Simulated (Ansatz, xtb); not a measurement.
## C5H5F2NO: 11 structures ranked

11 gas-phase structures of C5H5F2NO, from a drawn sample of its isomers (lower ones may exist). Each was relaxed with GFN2-xTB; where two conformers were screened, the lower at r2SCAN-D4/def2-SVP is listed:

A. `[H]/N=C/[C@H](C=C=O)C(F)F`, a singlet
B. `CNC(=O)C#CC(F)F`, a singlet
C. `C/C(C#N)=C\OC(F)F`, a singlet
D. `FC(F)Cc1ccno1`, a singlet
E. `N#C[C@@]1(F)CC[C@H](F)O1`, a singlet
F. `N#C[C@@H]1[C@@H](F)[C@H]1OCF`, a singlet
G. `[H]/N=C\[C@H](C=C=O)C(F)F`, a singlet
H. `C#CC(=O)NCC(F)F`, a singlet
I. `N#C[C@@H]1O[C@H](F)[C@@H]1CF`, a singlet
J. `C[C@@H](F)[C@H]1O[C@@]1(F)C#N`, a singlet
K. `N#C[C@@H]1[C@@H](F)O[C@@H]1CF`, a singlet

Which do you expect lowest at r2SCAN-D4/def2-SVP, and how would the others follow?

Calculated order at r2SCAN-D4/def2-SVP: E (0.0), C (8.1), D (13.8), A (16.8), G (21.2), H (21.8), B (25.3), K (25.5), I (27.7), J (32.3), F (35.5) kcal/mol. Less than 1 kcal/mol parts G and H; B and K, so the order within those pairs means little.

Energies above the lowest of each column, in kcal/mol; the last columns are at B3LYP-D3(BJ)/def2-SVP geometries and were run for some of them only (a dash: not run or not comparable):

```
structure  GFN2-xTB  HF/STO-3G  r2SCAN-D4/def2-SVP  B3LYP-D3(BJ)/def2-SVP  CCSD(T)/def2-SVP + ΔMP2/def2-TZVPP
        E       0.0        0.0                 0.0                    0.0                                 0.0
        C      15.2       37.0                 8.1                    6.0                                 9.2
        D       4.8       27.8                13.8                   16.2                                   –
        A      26.3       83.3                16.8                   15.6                                22.6
        G      26.2       82.8                21.2                      –                                   –
        H      22.1       81.3                21.8                      –                                   –
        B      22.0       81.1                25.3                      –                                   –
        K      19.0       29.6                25.5                      –                                   –
        I      22.1       30.8                27.7                      –                                   –
        J      26.2       45.4                32.3                      –                                   –
        F      25.5       51.4                35.5                      –                                   –
```

Every level run on E puts it lowest or level with the lowest. Flexible structures stand in one conformer each, not always the lowest. Frequencies (GFN2-xTB) were run for A, C, E alone. ΔMP2 is the change of the MP2 energy from the smaller to the larger basis.

Over these structures GFN2-xTB departs from r2SCAN-D4/def2-SVP by 5.5 kcal/mol on average once a common shift is removed. A GFN2-xTB relaxation took about 0.082 s and the r2SCAN-D4/def2-SVP energy about 1.9 s on a shared host (Ansatz 0.2.0, xtb 6.7.1).
